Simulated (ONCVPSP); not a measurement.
# Configuration tests for zirconium (ONCV)

ONCVPSP 4.0.1 input, shortened (lines: element, Z, core and valence counts, functional; n l f; lmax; l rc ep ncon nbas qcut; lloc lpopt rc5 dvloc0; l nproj debl; icmod fcfact rcfact), LDA (Perdew-Wang 92), scalar-relativistic:

```
  Zr 40.00    6    4  -001012      upf
    1    0    2.00
    2    0    2.00
    2    1    6.00
    3    0    2.00
    3    1    6.00
    3    2   10.00
    4    0    2.00
    4    1    6.00
    4    2    2.50
    5    0    1.50
    2
    0    2.80    0.00    4    7    5.90
    1    1.70    0.00    5   10    7.00
    2    3.12    0.00    5    9    5.60
    4    2    1.10    0.00
    0    2    1.20
    1    3    2.60
    2    2    0.70
    3    5.25    1.05
```

Energies are relative to the spin-unpolarised reference configuration 4s2 4p6 4d2.5 5s1.5; without spin polarisation the order of configurations can differ from experiment. Not all tests gave a result: 1 of 4 tests not solved or not reliable.

```tsv
valence configuration	charge	ΔE all-electron (eV)	error AE − PS (meV)
4s2 4p6 4d2 5s2	0	-0.524	+3.0
4s2 4p6 4d2 5s1	+1	6.821	+1.7
4s2 4p6 4d2 5s0	+2	20.056	-5.2
```

Levels in the configuration 4s2 4p6 4d2 5s2:

```json
{"level": "4s", "all-electron (eV)": "-54.518", "pseudo (eV)": "-54.454"}
{"level": "4p", "all-electron (eV)": "-32.505", "pseudo (eV)": "-32.477"}
{"level": "4d", "all-electron (eV)": "-3.735", "pseudo (eV)": "-3.726"}
{"level": "5s", "all-electron (eV)": "-4.589", "pseudo (eV)": "-4.589"}
```
